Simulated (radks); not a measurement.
Results of a calculation; reference values are marked as such.
Task: Successive ionisation energies (eV) of one element, from differences of total energies of ions in their ground configurations, starting at charge 66: 7567.7, 7696.7, 7867.6, 8001.3, 8132.8, 8404.9, 8543.2, 19852.0, 20203, 20547, 21015, 21375, 21727, 22215, 22547, 92308, 93715. Level of theory: non-relativistic Kohn-Sham, PBE, spin-polarised, spherical densities, point nucleus; open shells are filled with parallel spins first (spin-orbit coupling, left out, can overturn this in heavy ions); relativity is left out, which matters for an element this heavy (a radial shooting solver on a logarithmic mesh with Libxc functionals). Which element is it?

Result: Bismuth (Z = 83). The first species listed is Bi66+ in [Ne] 3s2 3p5, the last Bi82+ in 1s1.
